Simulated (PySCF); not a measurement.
## Correlation energy of Pt⁺ (platinum, charge +1)

[Xe] 4f14 5d8 6p1, one real determinant (an excited configuration). Calculation: PySCF 2.14, in def2-TZVPPD with the def2 core potential (60 electrons) (6s5p3d2f1g, 59 functions); a scalar-relativistic core potential. Frozen: nothing; 17 electrons correlated.

```
  level  correlation energy (mhartree)
   CCSD                        -427.36
    (T)                         -13.41
CCSD(T)                        -440.77
```

Diagnostics: T1 = 0.011, D1 = 0.0512, largest double amplitude 0.047.

Q: Is a single reference adequate?

A: Yes, within this model without spin-orbit coupling: T1 lies below 0.03 and no double amplitude reaches 0.07.

The reference is one real determinant that mixes LS terms of this configuration.

The basis has no tight functions for the innermost shells, so their pair energies are far from complete.

This basis was not built for core-valence correlation, so the inner-shell part is incomplete.
